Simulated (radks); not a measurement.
Coulomb parameter of the 5d shell of the iridium ion Ir2+ in the model configuration [Xe] 4f14 5d6 6s1, as a second difference U = [E(n + 0.5) + E(n - 0.5) - 2 E(n)] / (0.5)^2 with all orbitals relaxed. "Bare": the charge of the atom changes with n. "Screened": the 6s shell takes up the change at fixed total charge, which measures U(5d,5d) + U(6s,6s) - 2 U(5d,6s). Method: Dirac Kohn-Sham, PBE, spin-unpolarised, spherical densities, point nucleus; open shells are shared between the two j in proportion to 2j + 1; computed with a radial shooting solver on a logarithmic mesh with Libxc functionals.

\begin{tabular}{lrr}
case & configuration & E - E(n) (eV) \\ \hline
start & [Xe] 4f14 5d6 6s1 & 0.000 \\
bare +0.5 & [Xe] 4f14 5d6.5 6s1 & -11.922 \\
bare -0.5 & [Xe] 4f14 5d5.5 6s1 & 14.963 \\
screened +0.5 & [Xe] 4f14 5d6.5 6s0.5 & -1.890 \\
screened -0.5 & [Xe] 4f14 5d5.5 6s1.5 & 2.185 \\
\end{tabular}

U(bare) = 12.163 eV, U(screened by 6s) = 1.180 eV.
